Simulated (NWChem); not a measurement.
# MgNH$_{3}$S; SMILES [Mg]([SH])[NH2]

```xyz
6

Mg     0.0283    -0.5597    -0.0035
N      0.0091    -2.4561     0.0021
H     -0.0096    -3.0684    -0.8192
H      0.0107    -3.0626     0.8277
S      0.0564     1.7633     0.0004
H     -1.3066     1.8280     0.0121
```
Atoms are numbered in this order, from 1.

Computed with NWChem. Pople sets run with spherical d functions. Coordinates come from a PBE-D3(BJ)/def2-SVP optimisation. B3LYP is NWChem's, with the RPA form of VWN correlation. Ions are spin-unrestricted doublets at the neutral geometry; other ion states weren't tried.

```tsv
level	vertical ionisation energy, ΔSCF (eV)	−ε(HOMO) (eV)	ΔSCF minus −ε(HOMO) (eV)
B3LYP/6-31+G*	8.61	6.25	2.36
PBE/6-31+G*	8.30	5.14	3.16
LRC-wPBEh/6-31+G*	8.94	8.39	0.55
CAM-B3LYP/6-31+G*	?	?	?
```

Problem. Fill in the missing entries.

Solution. 
- CAM-B3LYP/6-31+G*, vertical ionisation energy, ΔSCF (eV): 9.01
- CAM-B3LYP/6-31+G*, −ε(HOMO) (eV): 7.94
- CAM-B3LYP/6-31+G*, ΔSCF minus −ε(HOMO) (eV): 1.07
